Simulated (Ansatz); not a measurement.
`O[SiH2][SiH](Cl)Cl` + `N[SiH](O)F` → `O[SiH2]N[SiH](O)F` + `Cl[SiH2]Cl`  (cleavage of the Si–Si bond)

Gas-phase electronic energies from Ansatz, PBE0-D4/def2-TZVP geometries. CCSD(T)/CBS is the MP2 limit (def2-TZVPP, def2-QZVPP) plus CCSD(T) − MP2 in def2-TZVPP, frozen cores. This one scheme is used for every species. DFT in def2-TZVPP. B3LYP here is the variant with VWN-RPA as its local correlation; programs differ in this. Each species was taken in one conformer, which may not be the lowest.

Problem. Is it downhill or uphill in electronic energy at CCSD(T)/CBS, and by how much? (An estimate is asked.)

Solution. The calculation gave: Downhill: ΔE = -81.5 kJ/mol.

Problem. What do these levels give: B3LYP-D4, ωB97X-V, HF/def2-TZVPP, CCSD(T)/def2-TZVPP, SCS-MP2/def2-QZVPP, CCSD/CBS(def2)? (Best estimate.)

Solution. The calculation gave: B3LYP-D4 -75.7, ωB97X-V -78.4, HF/def2-TZVPP -97.3, CCSD(T)/def2-TZVPP -84.4, SCS-MP2/def2-QZVPP -90.4, CCSD/CBS(def2) -83.5 kJ/mol.

Largest T1 diagnostic among the species: 0.011.

From PBE to PBE0 (25 % exact exchange), in def2-TZVPP and without D4, ΔE moves by −7.9 kJ/mol. In def2-TZVPP, CCSD(T) changes the Hartree–Fock value by +12.9 kJ/mol (the triples alone add +2.0 kJ/mol) and MP2 by +7.3 kJ/mol.
